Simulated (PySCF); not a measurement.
# Polarisability and C₆ of Se (selenium, neutral)

[Ar] 3d10 4s2 4p4, high-spin 3P determinant. All numbers are calculated (PySCF 2.14, scalar relativity through the core potential, in aug-cc-pVQZ-PP with one added diffuse shell each of s, p, d, f, g type with ECP10MDF (8s7p6d4f3g, 114 functions)). Coupled (time-dependent) response in atomic units; α is the mean over directions.

```
method  mean α (bohr³)         α xx, yy, zz  C₆ (like pair)  S(−4)
 HSE06           26.90  24.92, 30.86, 24.92           223.6  208.7
```

S(−4) is the Cauchy moment in α(ω) = α(0) + S(−4) ω² + …

Reference α: 28.9 ± 1 bohr³ (recommended; Schwerdtfeger and Nagle, table of static dipole polarizabilities (2023 update)). Published C₆: 210.0 (Chu and Dalgarno (2004); Tang, Norbeck and Certain (1976)).

Spin-orbit coupling is absent.

α(iu) at HSE06:

```csv
u (hartree),α(iu) (bohr³)
0,26.90
0.0500,26.39
0.100,25.02
0.200,21.03
0.300,17.00
0.500,11.04
0.750,6.845
1.00,4.584
1.50,2.456
2.00,1.543
3.00,0.7934
5.00,0.3391
```

A single London oscillator, α(iu) = α/(1 + u²/ω²), gives C₆ = (3/4) ω α². Matching the computed C₆ needs ω = 4 × 223.6 / (3 × 26.90²) = 0.412 hartree.

The components differ because the open shell of this determinant is not spherical; for a pure term their mean is the scalar polarisability.

Energies and moments cover only the electrons outside the core potential.
